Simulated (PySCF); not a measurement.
How methods differ on the excitation energy of Hf

Hf [Xe] 4f14 5d2 6s2 (3F) → Hf [Xe] 4f14 5d1 6s2 6p1 (high-spin determinant), as a difference of total energies. Computed with PySCF 2.14 in x2c-TZVPPall, with scalar relativity by spin-free X2C-1e. Correlated levels: valence: [Xe] 4f14 frozen; valence and next inner shell: [Kr] 4d10 4f14 frozen. The calculations carry no spin-orbit coupling.

```json
{"method": "UHF", "excitation energy (eV)": "1.609"}
{"method": "LDA", "excitation energy (eV)": "2.254"}
{"method": "PBE", "excitation energy (eV)": "2.147"}
{"method": "PBE0", "excitation energy (eV)": "2.069"}
{"method": "r2SCAN", "excitation energy (eV)": "2.342"}
{"method": "revPBE", "excitation energy (eV)": "2.135"}
{"method": "BP86", "excitation energy (eV)": "2.204"}
{"method": "wB97M-V", "excitation energy (eV)": "2.006"}
{"method": "MP2 (valence)", "excitation energy (eV)": "1.819"}
{"method": "SCS-MP2 (valence)", "excitation energy (eV)": "1.760"}
{"method": "MP2 (valence and next inner shell)", "excitation energy (eV)": "1.937"}
{"method": "SCS-MP2 (valence and next inner shell)", "excitation energy (eV)": "1.864"}
```

How much does correlation contribute at MP2 (valence and next inner shell)?

1.937 − (1.609) = 0.328 eV, measured against UHF.

A first-order spin-orbit estimate (lowest level to lowest level, LS coupling) adds -0.113 eV.

The basis was made for the ground configuration and has no added diffuse functions, so the excitation energy can come out too high.

The determinant of the upper state mixes LS terms, which raises its energy above the lowest term, most at the Hartree-Fock and MP2 levels.
